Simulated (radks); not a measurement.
Species: Yb IV. Configuration: [Xe] 4f13.

All-electron calculation, Dirac Kohn-Sham, PBE, spin-unpolarised, spherical densities, point nucleus; open shells fill j = l - 1/2 first. Program: a radial shooting solver on a logarithmic mesh with Libxc functionals.

Energy parts (hartree):
part                       energy
total                 -14074.3179
kinetic                15639.8024
electron-nucleus      -34873.7783
Hartree                 5453.2654
exchange-correlation    -293.6075

Orbitals (lengths in bohr, moments of r in powers of bohr; r(max) is where P^2 peaks):
| orbital | occ. | eigenvalue (hartree) | <r> | r(max) | <r^2> |
|---|---|---|---|---|---|
| 1s1/2 | 2 | -2249.130 | 0.01966 | 0.01236 | 0.0005298 |
| 2s1/2 | 2 | -381.8512 | 0.08274 | 0.07076 | 0.008150 |
| 2p1/2 | 2 | -364.2280 | 0.06872 | 0.05296 | 0.005860 |
| 2p3/2 | 4 | -325.7488 | 0.07622 | 0.05939 | 0.007072 |
| 3s1/2 | 2 | -87.04355 | 0.2162 | 0.1996 | 0.05359 |
| 3p1/2 | 2 | -79.27694 | 0.2061 | 0.1875 | 0.04945 |
| 3p3/2 | 4 | -71.11017 | 0.2201 | 0.2008 | 0.05620 |
| 3d3/2 | 4 | -57.91088 | 0.1935 | 0.1581 | 0.04402 |
| 3d5/2 | 6 | -56.12706 | 0.1978 | 0.1618 | 0.04588 |
| 4s1/2 | 2 | -18.12877 | 0.4875 | 0.4554 | 0.2685 |
| 4p1/2 | 2 | -14.98657 | 0.4952 | 0.4568 | 0.2794 |
| 4p3/2 | 4 | -13.13418 | 0.5274 | 0.4851 | 0.3167 |
| 4d3/2 | 4 | -7.97003 | 0.5522 | 0.4857 | 0.3542 |
| 4d5/2 | 6 | -7.63206 | 0.5635 | 0.4948 | 0.3688 |
| 5s1/2 | 2 | -3.14592 | 1.187 | 1.063 | 1.584 |
| 5p1/2 | 2 | -2.27152 | 1.321 | 1.153 | 1.979 |
| 5p3/2 | 4 | -2.02701 | 1.422 | 1.238 | 2.289 |
| 4f5/2 | 6 | -1.34801 | 0.7254 | 0.4779 | 0.6874 |
| 4f7/2 | 7 | -1.29669 | 0.7391 | 0.4832 | 0.7162 |

The highest occupied level is 4f7/2 at -35.285 eV. Summed over all electrons, <r^2> = 32.35 bohr^2, which gives a Langevin (diamagnetic) susceptibility term of -25.6 x 10^-6 cm^3/mol.
